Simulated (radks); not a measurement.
These are the eigenvalues of the occupied orbitals of an atom or ion with whole-number occupations (hartree). Calculated with a radial shooting solver on a logarithmic mesh with Libxc functionals: non-relativistic Kohn-Sham, PBEsol, spin-polarised, spherical densities, point nucleus.

| orbital | eigenvalue |
|---|---|
| 1s down | -215.4103 |
| 1s up | -215.4098 |
| 2s up | -25.45482 |
| 2s down | -25.40166 |
| 2p up | -21.82709 |
| 2p down | -21.78699 |
| 3s up | -3.93655 |
| 3s down | -3.80928 |
| 3p up | -2.91840 |
| 3p down | -2.79264 |
| 3d up | -1.29846 |
| 4f up | -0.23572 |

Which element is it, and in what charge state? The configuration may be excited. Open shells, if any, are filled with parallel spins first.

Answer. Z = 24, chromium, charge +2: Cr2+ in [Ar] 3d3 4f1. The list shows which subshells hold electrons but not how many an open one holds; the 1s level, -215.41 hartree, gives Z - s = 20.8 by -(Z - s)^2/2, which with screening narrows Z to a few neighbours, and the depths of the outer levels then fix element, charge and occupations together.
